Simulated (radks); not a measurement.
Results of a calculation; reference values are marked as such.
All-electron atom: the vanadium ion V6+ in [Ne] 3s2 3p5. Level of theory: Dirac Kohn-Sham, exchange-only PBE, spin-unpolarised, spherical densities, finite nucleus; open shells fill j = l - 1/2 first; Fermi nuclear charge, rms radius 3.6002 fm (a radial shooting solver on a logarithmic mesh with Libxc functionals).

Normalised radial functions P(r) = r R(r) (large component), r in bohr:

r           2s1/2   2p3/2
0.002183   0.1402  0.0018
0.002442   0.1556  0.0022
0.002753   0.1739  0.0028
0.003079   0.1927  0.0035
0.003472   0.2149  0.0044
0.003883   0.2376  0.0055
0.004343   0.2625  0.0068
0.004897   0.2916  0.0086
0.005477   0.3211  0.0107
0.006127   0.3531  0.0133
0.006908   0.3901  0.0167
0.007726   0.4271  0.0207
0.008711   0.4694  0.0260
0.009744   0.5111  0.0321
0.0109     0.5548  0.0396
0.01229    0.6034  0.0496
0.01374    0.6498  0.0610
0.01537    0.6965  0.0748
0.01733    0.7458  0.0929
0.01939    0.7898  0.1135
0.02186    0.8331  0.1403
0.02445    0.8679  0.1703
0.02735    0.8953  0.2061
0.03083    0.9134  0.2519
0.03449    0.9169  0.3024
0.03889    0.9028  0.3660
0.04349    0.8694  0.4350
0.04865    0.8132  0.5141
0.05485    0.7242  0.6105
0.06135    0.6115  0.7117
0.06862    0.4684  0.8232
0.07737    0.2806  0.9531
0.08654    0.0743  1.0821
0.09758   -0.1765  1.2255
0.1091    -0.4323  1.3600
0.1221    -0.7008  1.4903
0.1376    -0.9905  1.6185
0.154     -1.2491  1.7203
0.1722    -1.4816  1.7977
0.1942    -1.6851  1.8455
0.2172    -1.8183  1.8512
0.2448    -1.8881  1.8110
0.2739    -1.8795  1.7288
0.3063    -1.8000  1.6055
0.3454    -1.6441  1.4340
0.3863    -1.4467  1.2465
0.4356    -1.2005  1.0297
0.4872    -0.9597  0.8258
0.5449    -0.7286  0.6333
0.6144    -0.5099  0.4515
0.6872    -0.3430  0.3111
0.7686    -0.2156  0.2018
0.8667    -0.1206  0.1176
0.9694    -0.0644  0.0657
1.093     -0.0296  0.0321
1.222     -0.0129  0.0149
1.367     -0.0050  0.0062
1.542     -0.0016  0.0022
1.724     -0.0005  0.0007
1.929     -0.0001  0.0002
2.175     0.0000  0.0000
2.432     0.0000  0.0000
2.743     0.0000  0.0000
3.068     0.0000  0.0000

2s1/2: eigenvalue -711.78 eV, 1 radial node at r = 0.0898 bohr, <r> = 0.308 bohr, 90 % of the charge inside 0.478 bohr. 2p3/2: eigenvalue -610.15 eV, 0 radial nodes, <r> = 0.274 bohr, 90 % of the charge inside 0.450 bohr.
